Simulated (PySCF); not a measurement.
Compound: C7H7ClOSi.
Atom-mapped SMILES: `[O:1]=[C:2]([Cl:3])[c:4]1[cH:5][cH:6][c:7]([SiH3:8])[cH:9][cH:10]1`

NICS is the negative of the GIAO shielding at a point without a nucleus: at the ring centre (0) and 1 Å above and below it (1); zz is the component along the ring normal. Level: GIAO PBE0/pcSseg-1 (PySCF, non-relativistic, gas phase) on the PBE0-D3(BJ)/def2-SVP geometry, one conformer.

Ring bond lengths (Å), with Mayer bond orders in brackets: C4–C5 1.403 (1.37), C5–C6 1.388 (1.46), C6–C7 1.405 (1.38), C7–C9 1.402 (1.41), C9–C10 1.392 (1.44), C10–C4 1.397 (1.35).

Problem. Give the NICS values of each ring in ppm.

Solution. 
| ring | type | NICS(0) | NICS(1), two faces | NICS(1)zz, two faces | rms pucker (Å) | centre to ring atoms, mean (Å) |
| --- | --- | --- | --- | --- | --- | --- |
| C4–C5–C6–C7–C9–C10 | 6-membered carbocycle; formal bonds all aromatic | -8.0 | -11.2 / -11.2 | -27.0 / -26.9 | 0.00 | 1.40 |

Problem. What can be read from them?

Solution. 
- C4–C5–C6–C7–C9–C10: mean NICS(1)zz -26.9 ppm, shielded. For a flat ring without four-coordinate atoms the NICS criterion counts such a value as aromatic.

Problem. And the bond-length index? HOMA = 1 − mean of α(R − Ropt)² over the ring bonds, with Krygowski's 1993 parameters (CC: Ropt 1.388 Å, α 257.7 Å⁻²).

Solution. 
- C4–C5–C6–C7–C9–C10: HOMA 0.96 = 1 − EN − GEO, with mean bond length 1.398 Å, EN = α(Ropt − mean)² = 0.025 and GEO = α × variance = 0.010. The geometric and the magnetic index point the same way.

Problem. How shielded are the nuclei of the rings and their hydrogens (means over atoms taken as equivalent)?

Solution. 
```json
{"atoms": "C4", "environment": "substituted aromatic carbon", "σ isotropic (ppm)": "47.3", "principal values of the symmetric part, first atom (ppm)": "-41.6, 32.6, 150.8"}
{"atoms": "C5 (×2)", "environment": "aromatic CH carbon", "σ isotropic (ppm)": "47.3", "principal values of the symmetric part, first atom (ppm)": "-57.6, 26.7, 177.3"}
{"atoms": "C6 (×2)", "environment": "aromatic CH carbon", "σ isotropic (ppm)": "42.6", "principal values of the symmetric part, first atom (ppm)": "-71.4, 30.2, 170.1"}
{"atoms": "C7", "environment": "substituted aromatic carbon", "σ isotropic (ppm)": "39.6", "principal values of the symmetric part, first atom (ppm)": "-58.0, -13.2, 190.0"}
{"atoms": "H on C5 (×2)", "environment": "aromatic hydrogen", "σ isotropic (ppm)": "22.93", "principal values of the symmetric part, first atom (ppm)": "18.5, 23.1, 27.5"}
{"atoms": "H on C6 (×2)", "environment": "aromatic hydrogen", "σ isotropic (ppm)": "23.41", "principal values of the symmetric part, first atom (ppm)": "19.2, 22.9, 28.3"}
```

Problem. How do the values depend on the level or the medium?

Solution. 
```
                              level  NICS(0), C4–C5–C6–C7–C9–C10  mean NICS(1)zz, C4–C5–C6–C7–C9–C10
                 PBE0/pcSseg-1, gas                         -8.0                               -26.9
                 WP04/pcSseg-1, gas                         -8.2                               -25.9
PBE0/pcSseg-1, IEF-PCM acetonitrile                         -7.8                               -26.7
    PBE0/pcSseg-1, IEF-PCM methanol                         -7.8                               -26.7
```

The geometry is the same throughout; the continuum's cavity takes Bondi-type radii × 1.2.

The run took 46 s wall on one thread of an Arm Neoverse V2 (shared host), and the process peaked at 1.0 GiB of memory. This is the whole shielding run at PBE0/pcSseg-1, SCF included.

The values belong to the conformer `[O:1]=[C:2]([Cl:3])[c:4]1[cH:5][cH:6][c:7]([SiH3:8])[cH:9][cH:10]1`: O1–C2–C4–C5 -1°.
